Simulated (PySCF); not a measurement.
**RbTl⁻ at ωB97X**

Computed with ωB97X; basis Rb def2-SVPD with ECP28, Tl def2-SVPD with ECP60; scalar-relativistic core potentials; PySCF 2.14.

```
state                                                                                                              : ²Π (doublet), unpaired electrons π ↑
bond length                                                                                                        : 3.874 Å
harmonic wavenumber                                                                                                : 52.0 cm⁻¹
force constant                                                                                                     : 0.0955 mdyn/Å
rotational constant Be                                                                                             : 0.01871 cm⁻¹
well depth De to Rb⁻ + Tl                                                                                          : 0.54 eV
dissociation energy D0                                                                                             : 0.54 eV
bond order (Mayer)                                                                                                 : 0.80
dipole moment (positive dipole points towards Tl; it is taken about the centre of mass and depends on that origin) : 6.79 D
```

These are scalar-relativistic numbers at best; spin–orbit coupling would shift them, the dissociation energy most. For an ion De counts to the pair picked by the measured ionisation energies or electron affinities, which need not be the lowest pair at this level. The state is the lowest determinant that a PBE0 search found; another state may lie lower at other levels.
